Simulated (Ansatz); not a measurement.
Basis-set extrapolation for B$_{2}$Cl$_{2}$H$_{6}$N$_{2}$ (`Cl[B@H-]1[NH2+][B@@H-](Cl)[NH2+]1`) (PBE0-D4/def2-TZVP geometry, frozen core, Ansatz 0.2.0). Multiplicity 1, RHF reference.

|  | def2-TZVPP | def2-QZVPP |
| --- | --- | --- |
| HF | -1081.041677 | -1081.074193 |
| MP2 correlation | -1.039551 | -1.123037 |
| CCSD(T) correlation | -1.141954 | not run |

Energies in hartree. Use E(X) = E(∞) + A·exp(−7.88·√X) for Hartree–Fock and E(X) = E(∞) + B·X^(−2.97) for correlation, with X = 3 and 4, and add CCSD(T) minus MP2 of the smaller set to the MP2 limit.

Q: What is the CCSD(T) energy at the basis-set limit?

A: HF limit: -1081.074193 + (-0.032516) × 0.13774 = -1081.07867. MP2 limit: -1.123037 + (-0.083486) × 0.74074 = -1.18488. Higher-order term: -1.141954 − (-1.039551) = -0.10240. Total: -1082.36595 hartree, 114.4 kcal/mol below CCSD(T)/def2-TZVPP.
